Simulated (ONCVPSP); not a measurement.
## Transferability test, ONCV potential for Te

```
Element                 : tellurium
Generator               : ONCVPSP 4.0.1
Type                    : optimised norm-conserving Vanderbilt (ONCV)
Functional              : Wu-Cohen
Relativity              : scalar-relativistic
Frozen core             : [Kr]
Valence charge          : 16
Reference configuration : 4d10 5s1 5p5
Partial waves           : 5s: rc 1.50 bohr, ncon 4, nbas 7, qcut 4.2 1/bohr, 1 projector; 5p: rc 2.20 bohr, ncon 5, nbas 9, qcut 4.3 1/bohr, 2 projectors, debl 2.3 Ha; 4d: rc 0.85 bohr, ncon 4, nbas 9, qcut 11.6 1/bohr, local
Local potential         : the d channel
Core correction         : none
```

Energies are relative to the spin-unpolarised reference configuration 4d10 5s1 5p5; without spin polarisation the order of configurations can differ from experiment.

```json
{"valence configuration": "4d10 5s2 5p4", "charge": "0", "ΔE all-electron (eV)": "-9.295", "error AE − PS (meV)": "-1.5"}
{"valence configuration": "4d10 5s2 5p3", "charge": "+1", "ΔE all-electron (eV)": "0.466", "error AE − PS (meV)": "-8.8"}
{"valence configuration": "4d10 5s2 5p2", "charge": "+2", "ΔE all-electron (eV)": "18.459", "error AE − PS (meV)": "-20"}
{"valence configuration": "4d10 5s2 5p1", "charge": "+3", "ΔE all-electron (eV)": "45.456", "error AE − PS (meV)": "-25"}
```

Levels in the configuration 4d10 5s2 5p3:

| level | all-electron (eV) | pseudo (eV) |
| --- | --- | --- |
| 4d | -50.627 | -50.518 |
| 5s | -23.534 | -23.534 |
| 5p | -13.733 | -13.740 |

Note: ghosts flagged at negative energy: s at -265.0 eV, p at -10.4 eV; no localised positive-energy state flagged. A true bound ghost makes a file unfit for plane-wave use.
